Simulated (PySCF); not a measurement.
## SnO: energy against distance

Set-up: basis Sn def2-TZVPP with ECP28, O def2-TZVPP; scalar-relativistic core potentials; PySCF 2.14. Energies in eV from Sn + O in their ground configurations at the same level. State: ¹Σ⁺ (singlet), closed shell.

Curves on a restricted Hartree–Fock reference rise too fast on stretching and do not dissociate correctly.

```tsv
R (Å)	RHF-CCSD(T)
1.641	-4.508
1.714	-5.152
1.768	-5.395
1.823	-5.486
1.878	-5.464
1.951	-5.306
2.042	-4.975
2.151	-4.478
```

Problem. Put a parabola through the three lowest points of the RHF-CCSD(T) curve and estimate Re, k and ωe (reduced mass 14.11 u; 1 eV/Å² = 0.16022 mdyn/Å; ωe = 1302.8·√(k/μ) cm⁻¹).

Solution. Through R = 1.768, 1.823, 1.878 Å the second-order coefficient is 18.7 eV/Å², so Re ≈ 1.840 Å, k ≈ 5.98 mdyn/Å and ωe ≈ 848 cm⁻¹. A polynomial fit of higher order to the unrounded RHF-CCSD(T) energies gives Re = 1.838 Å, k = 5.63 mdyn/Å, ωe = 823 cm⁻¹; anharmonicity and rounding make the difference.

The higher-order fit for each curve: RHF-CCSD(T): Re = 1.838 Å, ωe = 823 cm⁻¹, De = 5.49 eV.

Correlated steps freeze 5 core orbitals. Spin–orbit coupling is left out, which matters for elements this heavy, above all for dissociation energies. Where the molecule has an RHF reference, its open-shell atoms are computed with UHF. The CCSD T1 diagnostic is raised, a sign that a single reference may not be enough here.
